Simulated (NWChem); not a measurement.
System meant: CrN2H3OF; SMILES [NH]=[Cr](=[NH])([OH])[F]

Input file for NWChem:

```
start job
memory heap 200 mb stack 900 mb global 1100 mb
geometry units angstroms noautoz
  Cr     0.052550     0.025406    -0.092649
  N     -0.907290    -0.176475    -1.368468
  H     -1.850553    -0.351691    -1.747069
  N     -0.840709     0.082824     1.247287
  H     -1.774678     0.049018     1.683456
  F      1.155107    -1.312636     0.024081
  O      0.883924     1.571555    -0.303796
  H      1.061530     1.988727     0.564345
end
basis spherical
  * library def2-svp
end
dft
  xc pbe0
  iterations 4
  mulliken
end
task dft energy
```

End of the output:

```
    Atom       Charge   Shell Charges
 -----------   ------   -------------------------------------------------------
    1 Cr  24    27.12   2.00  2.00  1.90  0.27  0.07  5.99  5.87  1.16  6.07  1.77  0.03
    2 N    7     5.69   1.97  0.79  0.52  1.28  1.08  0.05
    3 H    1     0.90   0.59  0.22  0.09
    4 N    7     5.79   1.97  0.78  0.52  1.34  1.14  0.04
    5 H    1     0.89   0.58  0.21  0.09
    6 F    9     9.09   1.98  1.01  0.78  3.06  2.25  0.01
    7 O    8     7.61   1.97  0.90  0.63  2.28  1.81  0.02
    8 H    1     0.91   0.57  0.17  0.17

 center of mass
 --------------
 x =   0.04721456 y =  -0.05939435 z =  -0.01606473

 moments of inertia (a.u.)
 ------------------
         474.281850480427           0.000000000000          -0.000000000007
           0.000000000000         430.352149574324          -0.000000000006
          -0.000000000007          -0.000000000006         510.704606984292

     Multipole analysis of the density
     ---------------------------------

     L   x y z        total         alpha         beta         nuclear
     -   - - -        -----         -----         ----         -------
     0   0 0 0     -0.000000    -29.000000    -29.000000     58.000000

     1   1 0 0     -4.786372     -2.393186     -2.393186      0.000000
     1   0 1 0      2.459599      1.229800      1.229800      0.000000
     1   0 0 1      0.481864      0.240932      0.240932      0.000000

     2   2 0 0    -10.648874    -71.299840    -71.299840    131.950807
     2   1 1 0      2.148286     -1.136570     -1.136570      4.421427
     2   1 0 1      1.968712      0.049089      0.049089      1.870533
     2   0 2 0    -25.429751    -82.363516    -82.363516    139.297280
     2   0 1 1      1.959423     -0.303235     -0.303235      2.565892
     2   0 0 2     -6.792113    -58.390480    -58.390480    109.988848

 ------------------------------------------------------------------------
 dft energy failed                                                                                  0
 ------------------------------------------------------------------------
 ------------------------------------------------------------------------
  current input line :
    21: task dft energy
 ------------------------------------------------------------------------
 ------------------------------------------------------------------------
 This type of error is most commonly associated with calculations not reaching convergence criteria
 ------------------------------------------------------------------------
 For more information see the NWChem manual at https://nwchemgit.github.io

0:dft energy failed:Received an Error in Communication
```

Question: Find the fault in this run and fix the input.

Answer: The run did not converge; its last values are not results. Cause: the SCF was allowed too few iterations. This input runs:
```
start job
memory heap 200 mb stack 900 mb global 1100 mb
geometry units angstroms noautoz
  Cr     0.052550     0.025406    -0.092649
  N     -0.907290    -0.176475    -1.368468
  H     -1.850553    -0.351691    -1.747069
  N     -0.840709     0.082824     1.247287
  H     -1.774678     0.049018     1.683456
  F      1.155107    -1.312636     0.024081
  O      0.883924     1.571555    -0.303796
  H      1.061530     1.988727     0.564345
end
basis spherical
  Cr library def2-svp
  N library def2-svp
  H library def2-svp
  F library def2-svp
  O library def2-svp
end
dft
  xc pbe0
  iterations 150
  mulliken
end
task dft energy
```
It converges to -1329.95340 Ha (PBE0/def2-SVP).
